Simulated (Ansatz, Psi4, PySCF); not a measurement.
Intermolecular potential of HF ··· CH3Br (SMILES F and CBr). Monomers: optimised at B3LYP-D3(BJ) (def2-TZVP), held rigid. Orientation: lowest of the rigid-body minima from ten starts at GFN2-xTB. Only R, the distance of the centres of mass, is varied, so the lowest point isn't the relaxed dimer.

Geometry at R = 3.12 Å (first 2 atoms: monomer A):
```
7

F      0.4622     0.0000     0.0000
H     -0.4622     0.0000     0.0000
C     -0.7098    -0.7563    -3.1075
Br    -2.1433    -0.4365    -1.8136
H      0.2344    -0.6279    -2.5903
H     -0.8212    -0.0325    -3.9071
H     -0.8205    -1.7697    -3.4769
```

Methods: CCSD/aug-cc-pVTZ = Ansatz (a first-principles code) with CCSD on RHF/aug-cc-pVTZ, cores with 3d frozen, counterpoise-corrected; MP2/aug-cc-pVTZ = Ansatz with MP2 on RHF/aug-cc-pVTZ, cores with 3d frozen, counterpoise-corrected; RKS-B3LYP/3-21G = restricted B3LYP/3-21G, no counterpoise correction (PySCF 2.14.0); PBE/def2-TZVP, counterpoise-corrected (Psi4); RKS-BP86/6-31G* = PySCF with restricted BP86/6-31G*, spherical d, no counterpoise correction.

Interaction energies in kcal/mol (negative: bound); R is the distance of the centres of mass, d the H2···Br4 distance.

| R / Å | d / Å | CCSD/aug-cc-pVTZ | MP2/aug-cc-pVTZ | RKS-B3LYP/3-21G | PBE/def2-TZVP | RKS-BP86/6-31G* |
|---|---|---|---|---|---|---|
| 2.45 | 1.85 | 12.89 | 11.82 | 7.33 | 10.10 | 8.74 |
| 2.76 | 2.15 | 0.08 | -0.47 | -5.69 | -1.18 | -2.46 |
| 2.87 | 2.26 | -1.69 | -2.12 | -7.07 | -2.65 | -3.86 |
| 3.12 | 2.51 | -3.30 | -3.56 | -7.33 | -3.83 | -4.84 |
| 3.39 | 2.78 | -3.31 | -3.45 | -5.79 | -3.60 | -4.31 |
| 3.58 | 2.97 | -2.96 | -3.05 | -4.54 | -3.16 | -3.61 |
| 3.83 | 3.22 | -2.41 | -2.47 | -3.13 | -2.53 | -2.68 |
| 4.07 | 3.46 | -1.92 | -1.96 | -2.15 | -2.01 | -1.96 |
| 4.68 | 4.07 | -1.08 | -1.10 | -0.91 | -1.09 | -0.94 |
| 5.38 | 4.76 | -0.60 | -0.60 | -0.47 | -0.57 | -0.52 |
| 6.24 | 5.62 | -0.32 | -0.32 | -0.26 | -0.30 | -0.30 |
| 7.64 | 7.02 | -0.14 | -0.15 | -0.12 | -0.14 | -0.14 |

Lowest grid point: CCSD/aug-cc-pVTZ -3.31 kcal/mol at R = 3.39 Å; MP2/aug-cc-pVTZ -3.56 kcal/mol at R = 3.12 Å; RKS-B3LYP/3-21G -7.33 kcal/mol at R = 3.12 Å; PBE/def2-TZVP -3.83 kcal/mol at R = 3.12 Å; RKS-BP86/6-31G* -4.84 kcal/mol at R = 3.12 Å.
